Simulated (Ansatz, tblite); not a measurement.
Forces on SnHMe2(OAc) (C₄H₁₀O₂Sn) at its PBE-D4/def2-SVP geometry. The state is a singlet with charge 0.

In the def2 sets Sn takes a core potential; there is no spin–orbit coupling. The xTB rows come from tblite.

GFN1-xTB (tblite), largest force 1.62 eV/Å:

```xyz
17
positions Å, forces eV/Å
Sn    0.941    0.529   -0.488    0.161   -0.392    0.191
H     2.363   -0.395   -0.829   -0.340   -0.008    0.122
C     0.284    1.627   -2.239   -0.260    0.286   -0.558
H    -0.672    2.138   -2.019    0.645   -0.321   -0.209
H     0.134    0.929   -3.085    0.082    0.502    0.535
H     1.044    2.382   -2.521   -0.528   -0.521    0.200
C     0.951    1.769    1.278   -0.178    0.328    0.685
H     1.409    1.208    2.113   -0.300    0.448   -0.531
H    -0.098    2.018    1.535    0.761   -0.146   -0.116
H     1.509    2.706    1.084   -0.367   -0.726    0.122
O    -0.740   -0.783   -0.433    0.401   -0.905    1.229
C    -0.511   -1.557    0.608    0.663    0.963   -0.502
C    -1.574   -2.597    0.883   -0.281   -0.212    0.023
O     0.509   -1.428    1.302   -1.078    0.247   -1.179
H    -1.297   -3.208    1.759   -0.133    0.299   -0.427
H    -1.706   -3.242   -0.008    0.172    0.357    0.467
H    -2.546   -2.095    1.062    0.578   -0.199   -0.051
```

GFN2-xTB (tblite), largest force 1.83 eV/Å:

```
Sn 0.396 0.300 -0.387
H -0.183 -0.035 0.066
C -0.157 0.289 -0.615
H 0.571 -0.308 -0.169
H 0.050 0.517 0.457
H -0.542 -0.503 0.153
C -0.021 0.398 0.709
H -0.272 0.437 -0.429
H 0.601 -0.142 -0.115
H -0.333 -0.644 0.153
O 0.407 -0.988 1.367
C 0.567 0.493 -0.113
C -0.230 -0.112 -0.019
O -1.506 -0.217 -1.016
H -0.127 0.352 -0.481
H 0.173 0.390 0.504
H 0.606 -0.228 -0.065
```

PBE0-D4/def2-TZVP (Ansatz), largest force 1.28 eV/Å:

```
Sn -0.391 -0.143 0.011
H -0.288 0.160 0.076
C -0.058 0.048 -0.097
H 0.473 -0.247 -0.112
H 0.078 0.344 0.419
H -0.371 -0.363 0.134
C -0.049 0.026 0.086
H -0.223 0.296 -0.434
H 0.532 -0.117 -0.124
H -0.275 -0.475 0.099
O 0.782 -0.087 0.742
C 0.452 0.296 0.041
C -0.107 -0.099 0.026
O -1.016 -0.057 -0.778
H -0.129 0.310 -0.434
H 0.100 0.323 0.423
H 0.491 -0.214 -0.077
```
